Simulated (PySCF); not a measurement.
**Core-level binding energies of Ge(eta1-allyl)H3**

Species: Ge(eta1-allyl)H3, C3H8Ge.
Cartesian coordinates in Å at the PBE0-D3(BJ)/def2-SVP level; atoms count from 1:
```xyz
12
C3H8Ge angstrom
Ge    -0.074   -0.730   -1.664
C     -0.071   -0.776    0.308
C      0.521    0.462    0.888
C     -0.155    1.430    1.512
H      0.504   -1.669    0.603
H     -1.110   -0.921    0.643
H      1.605    0.583    0.757
H     -1.237    1.363    1.668
H      0.348    2.324    1.890
H      1.365   -0.537   -2.181
H     -0.945    0.442   -2.151
H     -0.636   -2.053   -2.223
```

Theory: delta-SCF UKS SCAN, pcX-2 on the ionised atom, pcseg-1 elsewhere, spin-free X2C (PySCF 2.14.0). These are vertical core ionisation energies against the vacuum level, from separate self-consistent calculations with and without the core hole.

Problem. Give the core binding energies atom by atom.

Solution. 
```tsv
atom(s)	bonded to	level	binding energy (eV)	above the level's lowest (eV)	count
C2	C, 2 H and Ge	C 1s	290.48	+0.55	1
C3	2 C and H	C 1s	290.61	+0.68	1
C4	C and 2 H	C 1s	289.93	0.00	1
```

The listed C 1s values span 0.68 eV, from C4 (bonded to C and 2 H) to C3 (bonded to 2 C and H).

Problem. Which photon wavelength matches the C 1s of C4 threshold?

Solution. λ = hc/E = 12398.42 eV Å / 289.93 eV = 42.763 Å.

No level of germanium is listed. Geometry: PBE0-D3(BJ)/def2-SVP, one conformer, isolated molecule.
